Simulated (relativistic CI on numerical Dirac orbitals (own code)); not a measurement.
**L2,3 absorption of cobalt in several valence states**

Computed multiplet spectra 2p⁶3dⁿ → 2p⁵3dⁿ⁺¹ (Dirac-Coulomb-Breit ions, Slater integrals scaled by 0.9, an assumed crystal field that grows with the charge, no charge transfer; 300 K; Lorentzian 0.4 eV and Gaussian 0.3 eV FWHM at both edges, so that L2 comes out sharper than in experiment). Peaks over 5 % are given in eV from the highest peak in the L3 region of each spectrum (height, largest 100). S of the lowest state is read from ⟨S²⟩, and the branching ratio is the share of L3, cut at the minimum between the edges.

Field parameters in Wybourne normalisation: Oh B⁴₀ = 21Dq, B⁴₄ = √(5/14) B⁴₀. The field is a parameter set, without covalency.

- Co²⁺ (d7, Oh, 10Dq = 13400 cm⁻¹): S = 1.50, high spin, branching ratio 0.81; peaks -3.8 (61), -2.1 (79), -1.4 (84), 0.0 (100), 1.4 (20), 2.7 (10), 12.2 (5), 13.3 (25), 14.3 (25), 15.0 (22), 16.3 (6)
- Co³⁺ (d6, Oh, 10Dq = 17300 cm⁻¹): S = 2.00, high spin, branching ratio 0.78; peaks -3.0 (24), -2.0 (24), 0.0 (100), 1.8 (43), 3.6 (16), 4.0 (16), 5.6 (8), 13.2 (10), 14.4 (10), 15.2 (30), 19.4 (6)
- Co⁴⁺ (d5, Oh, 10Dq = 21200 cm⁻¹): S = 2.50, high spin, branching ratio 0.78; peaks -2.8 (35), 0.0 (100), 1.9 (26), 3.3 (9), 4.9 (9), 6.3 (6), 13.0 (13), 15.8 (18), 17.8 (13)
- Co⁵⁺ (d4, Oh, 10Dq = 25100 cm⁻¹): S = 1.98, high spin, branching ratio 0.67; peaks -4.0 (22), -3.2 (58), -1.9 (32), -1.6 (32), 0.0 (100), 2.0 (62), 4.0 (25), 9.6 (19), 11.4 (43), 14.7 (27), 16.3 (32), 17.9 (13)

The centroid of the whole edge, which also moves with the branching ratio, lies at 784.1 (Co²⁺), 787.3 (Co³⁺), 791.4 (Co⁴⁺), 796.6 (Co⁵⁺) eV in this ionic model, in steps of 3.2 to 5.2 eV. Compounds show about 1 to 2 eV a unit and lower energies for the high valences, since ligands screen the charge. The multiplet shape follows the d count and the spin state, and so serves as a fingerprint of valence. Real compounds of Co³⁺, Co⁴⁺, Co⁵⁺ are mostly low spin, since covalency shrinks the Slater integrals more than this scale does.
